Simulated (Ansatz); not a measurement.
This geometry of C2H4BCl (8 atoms, charge 0, multiplicity 1) is a first-order saddle point.

The calculation used RKS PBE0-D4/def2-mTZVP (Ansatz).

```xyz
8
Properties=species:S:1:pos:R:3
B -1.077 0.936 -1.243
C -0.091 0.046 -0.671
C 0.142 -0.260 0.769
Cl -0.310 -1.979 1.087
H 0.060 1.544 -1.025
H 0.553 -0.482 -1.381
H -0.469 0.356 1.425
H 1.191 -0.160 1.040
```

(1) Which two structures does it join? (They come from a converged band through this point; their orientation in space is the band's.)

(2) How far does it lie above each of them?

## Answers

(1) Bonds broken: B1–H5. Bonds formed: C2–H5.

Initial state:

```xyz
8
Properties=species:S:1:pos:R:3
B -0.571 1.091 -1.118
C 0.142 0.029 -0.596
C 0.284 -0.368 0.824
Cl -0.527 -1.969 1.180
H -1.158 1.992 -1.588
H 0.671 -0.600 -1.315
H -0.165 0.345 1.510
H 1.325 -0.520 1.103
```

Final state:

```xyz
8
Properties=species:S:1:pos:R:3
B -1.553 0.434 -1.095
C -0.057 0.312 -0.701
C 0.209 -0.162 0.716
Cl -0.379 -1.852 0.948
H 0.368 1.322 -0.838
H 0.448 -0.338 -1.431
H -0.308 0.452 1.452
H 1.271 -0.168 0.950
```

(2) 226.4 kJ/mol above the first and 88.9 kJ/mol above the second. This is the barrier of this one path; another mechanism may lie lower. The orbitals stay closed-shell, which can raise the energy where a bond breaks towards radicals; this wasn't checked here.

The run took 2.2 min on 2 threads of Intel(R) Xeon(R) 6975P-C (Granite Rapids), on a shared host, peak memory 0.19 GiB.
